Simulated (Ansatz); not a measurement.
Basis sets compared for cyclo-(H2SnO)4 (Sn4O4H8). Total charge 0; singlet. Geometry r2SCAN-D4/def2-SVP. Ansatz on 4 threads of Arm Neoverse V1 on a shared host; times are rough, and most runs start from earlier orbitals.

| atom | x (Å) | y (Å) | z (Å) |
| --- | --- | --- | --- |
| Sn1 | -1.0116 | 0.1091 | 2.1155 |
| H2 | -0.8175 | -0.3280 | 3.7594 |
| H3 | -2.4309 | 0.9635 | 1.6918 |
| O4 | 0.6614 | 1.0644 | 1.6320 |
| Sn5 | 0.8619 | 2.1832 | 0.0000 |
| H6 | 2.4088 | 1.8604 | -0.6575 |
| H7 | 0.4973 | 3.8118 | 0.3890 |
| O8 | -0.6331 | 1.5797 | -1.1598 |
| Sn9 | -0.5684 | -0.0645 | -2.2762 |
| H10 | -0.0250 | 0.3467 | -3.8492 |
| H11 | -2.0933 | -0.8335 | -2.1507 |
| O12 | 0.9163 | -1.1103 | -1.4698 |
| Sn13 | 0.7180 | -2.2278 | 0.1614 |
| H14 | 0.3478 | -3.8351 | -0.3026 |
| H15 | 2.1137 | -1.9888 | 1.1220 |
| O16 | -0.9453 | -1.5307 | 0.9948 |

In the def2 sets Sn takes a core potential; there is no spin–orbit coupling.

Binding counts from free atoms (Sn triplet, H doublet, O triplet) in the same basis, without a counterpoise term.

```
           level  functions  energy (Eh)  HOMO (eV)  LUMO (eV)  binding per atom (eV)  wall time
 PBE-D4/def2-SVP        200   -1162.3815      -6.31      -1.58                   2.99      4.2 s
PBE0-D4/def2-SVP        200   -1162.4101      -7.83      -0.64                   2.88        9 s
```

(1) Estimate the rows for PBE-D4/def2-TZVP, PBE0-D4/def2-TZVP.

## Answers

(1) 
| level | functions | energy (Eh) | HOMO (eV) | LUMO (eV) | binding per atom (eV) | wall time |
| --- | --- | --- | --- | --- | --- | --- |
| PBE-D4/def2-TZVP | 372 | -1162.8191 | -6.51 | -1.82 | 3.04 | 9.5 s |
| PBE0-D4/def2-TZVP | 372 | -1162.8434 | -7.99 | -0.89 | 2.94 | 25 s |
